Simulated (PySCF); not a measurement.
Ge(Cl)(SH) (ClGeHS), SMILES [SH][Ge][Cl] (connectivity only; charge and spin as stated), neutral, multiplicity 1. Heavy atoms are numbered as in [Ge:1]([Cl:2])[SH:3]. Hydrogens are named by the atom that carries them.

Geometry: PBE0-D3(BJ)/def2-TZVP. One conformer was computed; it need not be the lowest.

All values below come from KT2/pcSseg-2 run with PySCF.

GIAO shieldings, no solvent; atoms alike by connectivity are averaged. δ = σ(ref) − σ: ⁷³Ge against GeH4 (σ = 1672.1 ppm); ³⁵Cl against HCl (σ = 945.0 ppm); ³³S against H2S (σ = 720.7 ppm); ¹H against TMS (σ = 31.47 ppm), references at their B3LYP-D3(BJ)/def2-TZVP geometries, non-relativistic (without spin–orbit terms, shifts of atoms bonded to Cl or Br come out too high).

| atoms | nucleus | count | δ (ppm) |
|---|---|---|---|
| Ge1 | ⁷³Ge | 1 | (withheld) |
| Cl2 | ³⁵Cl | 1 | (withheld) |
| S3 (SH) | ³³S | 1 | 494.5 |
| H on S3 | ¹H | 1 | 5.50 |

### Question
What belongs in the gaps? (Estimate from the structure and the level; the computed values follow.)

### Answer

- Ge1, δ (ppm): 1048.0
- Cl2, δ (ppm): 442.6
